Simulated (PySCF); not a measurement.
# How methods differ on the ionisation energy of As⁺

As⁺ [Ar] 3d10 4s2 4p2 (3P) → As²⁺ [Ar] 3d10 4s2 4p1 (2P), as a difference of total energies. All numbers are calculated (PySCF 2.14, scalar relativity through the core potential, in cc-pVDZ-PP with ECP10MDF). Correlated levels: valence: 3s2 3p6 3d10 frozen. The calculations carry no spin-orbit coupling.

**Question.** Order these methods by the ionisation energy they give, lowest first.
A. MP2 (valence)
B. CCSD(T) (valence)
C. LDA
D. UHF

**Answer.** D (17.975 eV), A (18.237 eV), B (18.269 eV), C (18.578 eV).

The reference lies between the lowest fine-structure levels, while these numbers refer to the centres of the terms.

Errors of the correlated levels include the incompleteness of this basis and the frozen core.

For comparison: 18.589 eV (measured; NIST Atomic Spectra Database, ionization energies).
